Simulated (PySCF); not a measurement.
Species: C6H4N4.
Atom-mapped SMILES: `[CH:1]#[C:2][CH2:3][n:4]1[cH:5][c:6]([C:7]#[N:8])[n:9][n:10]1`

Probes without a nucleus sit at each ring's centroid and 1 Å off its mean plane on both sides; NICS is minus the shielding there, NICSzz its component along the normal. Level: GIAO PBE0/pcSseg-1 (PySCF, non-relativistic, gas phase) on the GFN2-xTB geometry, one conformer.

Ring bond lengths (Å), with Mayer bond orders in brackets: N4–C5 1.347 (1.17), C5–C6 1.387 (1.35), C6–N9 1.359 (1.29), N9–N10 1.269 (1.52), N10–N4 1.330 (1.16).

Q: What do the NICS probes read (ppm)?

A: 
```
           ring                                                 type  NICS(0)  NICS(1), two faces  NICS(1)zz, two faces  rms pucker (Å)  centre to ring atoms, mean (Å)
N4–C5–C6–N9–N10  5-membered ring with 3 N; formal bonds all aromatic    -13.5       -12.9 / -13.0         -31.8 / -31.7            0.00                            1.14
```

Q: What do they say, and how far can they be read as aromaticity?

A: 
- N4–C5–C6–N9–N10: mean NICS(1)zz -31.8 ppm, shielded. The ring is flat and has no four-coordinate atom; by the NICS criterion it is aromatic.

Q: How equal are the bonds by HOMA? Use HOMA with the parameters of Krygowski (1993).

A: 
- N4–C5–C6–N9–N10: HOMA 0.93; the largest term is that of N9–N10, α(R − Ropt)² = 0.21. The geometric and the magnetic index point the same way.

Q: What field does 9.4 T along the ring normal induce along that normal at the first NICS(1) probe listed for ring N4–C5–C6–N9–N10, 1 Å off the ring?

A: NICSzz × B0 = -31.8 ppm × 9.4 T = -299 μT, against the applied field.

Q: List the ring angles and the Hirshfeld charges of the ring atoms.

A: 
- N4–C5–C6–N9–N10: N4 110.1° (+0.054 e), C5 103.9° (+0.003 e), C6 107.5° (+0.019 e), N9 109.1° (-0.114 e), N10 109.3° (-0.059 e); sum 540.0° against 540° for a flat convex ring.

Q: How shielded are the nuclei of the rings and their hydrogens (means over atoms taken as equivalent)?

A: 
```tsv
atoms	environment	σ isotropic (ppm)
N4	pyrrole-type nitrogen	-0.9
C5	aromatic CH next to a ring nitrogen	47.8
C6	substituted aromatic carbon	58.4
N9	pyridine-type nitrogen	-130.1
N10	pyridine-type nitrogen	-137.2
H on C5	aromatic hydrogen	23.43
```

Cost: about 70 s of CPU time on one thread; the machine was shared, so the figure is rough. This is the whole shielding run at PBE0/pcSseg-1, SCF included.

Shape of the structure used: `[CH:1]#[C:2][CH2:3][n:4]1[cH:5][c:6]([C:7]#[N:8])[n:9][n:10]1`: C2–C3–N4–C5 -50°.
